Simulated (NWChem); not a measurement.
System: hexafluoroacetylacetone (C$_{5}$H$_{2}$F$_{6}$O$_{2}$); SMILES O=C(C=C(O)C(F)(F)F)C(F)(F)F

Input file for NWChem:

```
start job
memory heap 200 mb stack 900 mb global 1100 mb
geometry units angstroms noautosym nocenter noautoz
  O     -2.019476    -1.974024    -0.010248
  C     -0.902030    -1.262386    -0.005877
  C     -0.870505     0.090226    -0.007846
  C      0.323764     0.933933    -0.004401
  O      1.473921     0.577961    -0.005595
  C     -0.000213     2.447195     0.002114
  F     -0.721761     2.758469     1.084358
  F     -0.731249     2.766342    -1.071592
  F      1.096417     3.174334    -0.000069
  C      0.328606    -2.179309     0.001241
  F      1.065451    -1.968249     1.081878
  F      1.067453    -1.981305    -1.080484
  F     -0.053866    -3.450947     0.008675
  H     -2.786737    -1.386142    -0.015905
  H     -1.834734     0.608489    -0.012405
end
basis spherical
  O library def2-svp
  C library def2-svp
  F library def2-svp
  H library def2-svp
end
dft
  xc b3lyp
  iterations 150
  semidirect filesize 400000000
  mulliken
end
task dft energy
esp
  recalculate
  probe 0.07
  range 0.3
  factor 1.0
  spacing 0.02
end
task esp
```

Coordinates come from a PBE0/def2-SVP optimisation. No frequency run checked for a minimum.

Atomic charges in e: unrestrained fits to the electrostatic potential beside Mulliken populations; buried atoms are poorly determined by the fit.

Atoms are numbered as in the input.

Problem. What results follow from this input? (B3LYP/def2-SVP.) Quantities: ESP O1; Mulliken O1; ESP C2; Mulliken C2; ESP C3; Mulliken C3; ESP C4; Mulliken C4; ESP O5; Mulliken O5; relative RMS misfit of the potential (%).

Solution. 
```
Item                                      Result
----------------------------------------  ------
ESP O1                                     -0.51
Mulliken O1                                -0.13
ESP C2                                      0.28
Mulliken C2                                 0.00
ESP C3                                     -0.49
Mulliken C3                                -0.08
ESP C4                                      0.39
Mulliken C4                                 0.02
ESP O5                                     -0.41
Mulliken O5                                -0.16
relative RMS misfit of the potential (%)      16
```
